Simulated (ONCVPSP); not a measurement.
# Debugging a pseudopotential input (K (Z = 19), ONCVPSP 4.0.1)

Command:

```bash
oncvpsp.x < K.dat > K.out
```

Input:

```
# ATOM AND REFERENCE CONFIGURATION
# atsym  z   nc   nv     iexc    psfile
  K 19.00    3    3  -109134      upf
#
#   n    l    f
    1    0    2.00
    2    0    2.00
    2    1    6.00
    3    0    2.00
    3    1    6.00
    4    1    1.00
#
# PSEUDOPOTENTIAL AND OPTIMIZATION
# lmax
    2
#
#   l,   rc,      ep,       ncon, nbas, qcut
    0    2.00    0.00    5    9    6.60
    1    2.55    0.00    5    8    6.50
    2    2.25    0.34    7    7    4.70
#
# LOCAL POTENTIAL
# lloc, lpopt,  rc(5),   dvloc0
    4    5    1.95    4.00
#
# VANDERBILT-KLEINMAN-BYLANDER PROJECTORs
# l, nproj, debl
    0    1    2.10
    1    3    0.60
    2    2    0.60
#
# MODEL CORE CHARGE
# icmod, fcfact, rcfact
    3    4.00    1.20
#
# LOG DERIVATIVE ANALYSIS
# epsh1, epsh2, depsh
   -3.00    5.00    0.02
#
# OUTPUT GRID
# rlmax, drl
    6.00    0.01
#
# TEST CONFIGURATIONS
# ncnf
    4
# nvcnf
#   n    l    f
    4
    3    0    2.00
    3    1    6.00
    4    1    0.00
    4    0    1.00
#
    3
    3    0    2.00
    3    1    6.00
    4    1    0.00
#
    4
    3    0    2.00
    3    1    6.00
    4    1    0.00
    4    0    0.50
#
    4
    3    0    1.00
    3    1    6.00
    4    1    0.00
    4    0    1.00
#
```

This is an input that runs to its end, with one change: ncon of l = 2 set to 7.

Problem. How does the run end?

Solution. The program refuses the input: "test_data: must have 3 <= ncon <= 5, l= 2".

```
ONCVPSP  (Optimized Norm-Conservinng Vanderbilt PSeudopotential)
scalar-relativistic version 4.0.1

test_data: must have 3 <= ncon <= 5, l=   2
test_data: must have ncon+3 <= nbas <= ncon+5, l=   2
 for nproj=2
ERROR: test_data found   2 ERROR; stopping
```
